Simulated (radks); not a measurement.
The mean radii <r> (bohr) of the occupied orbitals of an atom or ion are listed with their occupations. All-electron calculation, scalar-relativistic Kohn-Sham, LB94 model potential, spin-polarised, spherical densities, finite nucleus; Fermi nuclear charge, rms radius of each element as measured or else 0.836 A^(1/3) + 0.57 fm. Program: a radial shooting solver on a logarithmic mesh with Libxc functionals.

| orbital | occ. | <r> |
|---|---|---|
| 1s | 2 | 0.1031 |
| 2s | 2 | 0.5183 |
| 2p | 6 | 0.4800 |
| 3s | 2 | 1.643 |

Name the element and its charge. Open shells, if any, are filled with parallel spins first.

Answer. Z = 15, phosphorus, charge +3: P3+ in [Ne] 3s2. The 1s radius gives Z: for a bare nucleus <r> = (2 gamma + 1)/(2Z) with gamma = sqrt(1 - (Z/c)^2), 0.0996 bohr for Z = 15, and screening makes it slightly larger (0.1031 here). The occupations add up to 12, and the charge is Z minus that.
